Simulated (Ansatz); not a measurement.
`O[SiH](Cl)[O][GeH3]` and `O[SiH](Cl)[GeH3]` differ in one atom or group.

Ansatz, PBE0-D4/def2-TZVP geometries, multiplicity 1. Each molecule was computed in one conformer, which needn't be the lowest.

Scalar relativity is left out up to krypton.

| property | `O[SiH](Cl)[O][GeH3]` |
| --- | --- |
| HOMO energy (B3LYP/def2-TZVPP) / eV | -8.63 |
| size of the dipole moment (ωB97M-V/def2-TZVPP) / D | 1.37 |
| LUMO energy (PBE0/def2-TZVPP) / eV | 0.03 |
| HOMO–LUMO gap (B3LYP/def2-TZVPP) / eV | 8.42 |
| HOMO–LUMO gap (ωB97M-V/def2-TZVPP) / eV | 13.00 |
| LUMO energy (PBE/def2-TZVPP) / eV | -0.87 |

**Question.** What does the change do to each property? (Estimate.)

**Answer.** The calculation gave: 
| property | `O[SiH](Cl)[GeH3]` | shift |
| --- | --- | --- |
| HOMO energy (B3LYP/def2-TZVPP) / eV | -7.78 | 0.85 |
| size of the dipole moment (ωB97M-V/def2-TZVPP) / D | 1.38 | 0.01 |
| LUMO energy (PBE0/def2-TZVPP) / eV | -0.30 | -0.33 |
| HOMO–LUMO gap (B3LYP/def2-TZVPP) / eV | 7.26 | -1.16 |
| HOMO–LUMO gap (ωB97M-V/def2-TZVPP) / eV | 11.44 | -1.56 |
| LUMO energy (PBE/def2-TZVPP) / eV | -1.13 | -0.26 |

With PBE0 the HOMO rises by 0.92 eV and the LUMO falls by 0.33 eV, so the gap narrows by about 1.25 eV. PBE moves the HOMO by 0.64 eV and ωB97M-V by 1.15 eV. Dipoles are sizes alone; their direction can turn.

B3LYP here is the variant with VWN-RPA as its local correlation; programs differ in this.
